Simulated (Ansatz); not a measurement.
Isolated molecules relaxed with PBE0-D4/def2-TZVP in Ansatz; ΔE leaves out vibrations. CCSD(T)/CBS adds triple-zeta CCSD(T) − MP2 to the extrapolated MP2 energy (def2 sets, frozen cores). DFT in def2-TZVPP. B3LYP here is the variant with VWN-RPA as its local correlation; programs differ in this. HSE06 is defined as in plane-wave codes. Elements past krypton have def2 core potentials. For Br, In, Sn outer-core shells are correlated without core-valence functions, which leaves a few kJ/mol of doubt a bond. Scalar relativity is left out up to krypton. One conformer a species, not always the lowest.

Reaction (redistribution): `[F][SnH2][Br]` + `[NH2][In]([F])[Br]` → `[Br][SnH2][Br]` + `[NH2][In]([F])[F]`

`[F][SnH2][Br]`:

Z-matrix (Å, degrees):
```
Sn
F 1 1.914
Br 1 2.458 2 105.2
H 1 1.695 2 105.8 3 115.9
H 1 1.695 2 105.8 3 -115.9
```

`[NH2][In]([F])[Br]`:

Z-matrix (Å, degrees):
```
N
In 1 2.000
H 1 1.011 2 114.6
H 1 1.010 2 115.6 3 -128.8
F 2 1.942 1 116.9 3 -28.3
Br 2 2.437 1 127.8 3 159.1
```

`[Br][SnH2][Br]`:

Z-matrix (Å, degrees):
```
Sn
Br 1 2.467
Br 1 2.467 2 107.5
H 1 1.697 2 107.9 3 -116.2
H 1 1.697 2 107.9 3 116.2
```

`[NH2][In]([F])[F]`:

Z-matrix (Å, degrees):
```
N
In 1 1.998
H 1 1.011 2 114.2
H 1 1.011 2 114.2 3 -126.6
F 2 1.935 1 124.1 3 -30.6
F 2 1.935 1 124.1 3 157.2
```

```tsv
level	ΔE (kcal/mol)	difference from CCSD(T)/CBS
PBE-D4	7.1	-0.3
revPBE-D4	6.7	-0.7
BLYP-D4	7.1	-0.3
r2SCAN-D4	8.1	0.7
B97M-V	8.6	1.2
PBE0-D4	7.6	0.2
B3LYP-D4	7.7	0.3
r2SCANh-D4	8.2	0.8
r2SCAN0-D4	8.3	0.9
HSE06-D4	7.6	0.2
CAM-B3LYP-D4	8.2	0.8
ωB97X-V	8.0	0.6
ωB97M-V	7.9	0.5
PBE-QIDH	7.9	0.5
PBE	7.4	0.0
revPBE	7.3	-0.1
BLYP	7.8	0.4
r2SCAN	8.1	0.7
PBE0	7.8	0.4
B3LYP	8.2	0.8
r2SCANh	8.2	0.8
r2SCAN0	8.4	1.0
HSE06	7.8	0.4
BHLYP	8.8	1.4
CAM-B3LYP	8.5	1.1
LC-ωPBE	7.7	0.3
RPA@PBE/def2-TZVPP	7.8	0.4
MP2/def2-SVP	6.9	-0.5
CCSD/def2-SVP	7.4	0.0
CCSD(T)/def2-SVP	7.4	0.0
HF/def2-TZVPP	9.4	2.0
SCS-MP2/def2-TZVPP	7.8	0.4
CCSD/def2-TZVPP	8.2	0.8
CCSD(T)/def2-TZVPP	8.0	0.6
HF/def2-QZVPP	9.4	2.0
MP2/def2-QZVPP	7.2	-0.2
SCS-MP2/def2-QZVPP	7.5	0.1
HF/CBS(def2)	9.4	2.0
MP2/CBS(def2)	6.9	-0.5
CCSD/CBS(def2)	7.6	0.2
CCSD(T)/CBS	7.4	0
```

Largest T1 diagnostic among the species: 0.016.

From BLYP to BHLYP (50 % exact exchange), in def2-TZVPP and without D4, ΔE moves by +1.0 kcal/mol. Leaving LDA and LC-ωPBE aside and taking each functional with its dispersion term where it has one, the values spread over 1.9 kcal/mol, from revPBE-D4 to B97M-V. In def2-TZVPP, CCSD(T) changes the Hartree–Fock value by −1.4 kcal/mol (the triples alone add −0.2 kcal/mol) and MP2 by −1.8 kcal/mol.
